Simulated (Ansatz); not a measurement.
C2H6Mg, charge -1, doublet, at a GFN2-xTB geometry (such geometries of metal compounds can be far from the true shape) (a state made from the parent by changing its charge; the spin is typed, not shown lowest) (a gas-phase anion, which may not be bound at this level); PBE/6-31G run with Ansatz (an electronic-structure program).

Here is a job for Ansatz.
Ansatz 0.2 input:
```yaml
crystal:
  periodic: [false, false, false]
  atoms:
    - {symbol: Mg, position_ang: [0.00908037, 0.00925639, 0.01294791]}
    - {symbol: C, position_ang: [1.74983068, 0.27008592, -1.43459595]}
    - {symbol: H, position_ang: [2.50975584, -0.53302003, -1.37360574]}
    - {symbol: H, position_ang: [2.32099919, 1.20740967, -1.28842028]}
    - {symbol: H, position_ang: [1.44807111, 0.28951405, -2.49986139]}
    - {symbol: C, position_ang: [-1.75988467, -0.28033481, 1.42025972]}
    - {symbol: H, position_ang: [-2.34258660, -1.20136949, 1.22435071]}
    - {symbol: H, position_ang: [-2.50595139, 0.53689823, 1.37903060]}
    - {symbol: H, position_ang: [-1.47892863, -0.34901579, 2.48914849]}
basis:
  gaussian:
    orbitals: 6-31G
    final_grid: {core_spheres: 4, valence_spheres: 8, degree: 17}
hamiltonian:
  xc: pbe
total_charge: -1
magnetization: {spin_polarized: true, initial_magnetization: 1}
```

Task: What does Ansatz print? Leave out banner, timings and long lists.

Result: 
```
Functional definition: PBE
578 factors; integrals over basis functions are off by at most 2.1e-4 eV
mean field evaluation 1: about -7600.9661 eV, gradient 3.3e1 eV
mean field evaluation 2: about -7574.6104 eV, gradient 6.2e1 eV
mean field evaluation 4: about -7606.9785 eV, gradient 1.1e0 eV
mean field evaluation 8: about -7606.9705 eV, gradient 1.6e-1 eV
mean field evaluation 16: about -7606.9710 eV, gradient 7.4e-4 eV
mean field evaluation 32: about -7606.7703 eV, gradient 4.2e0 eV
mean field evaluation 64: about -7606.7050 eV, gradient 4.2e0 eV
mean field -7606.97100239 eV, -279.5510281478 hartree, gradient 3.1e-6 eV, S^2 0.751277; 7 other end points of the search recorded, 0 dependent functions left out
reference -7606.97106415 eV, -279.5510304175 hartree; 16, 15 occupied and 27, 28 virtual orbitals, 578 factors
Total energy: -7606.97106415 eV, -279.5510304175 hartree
```
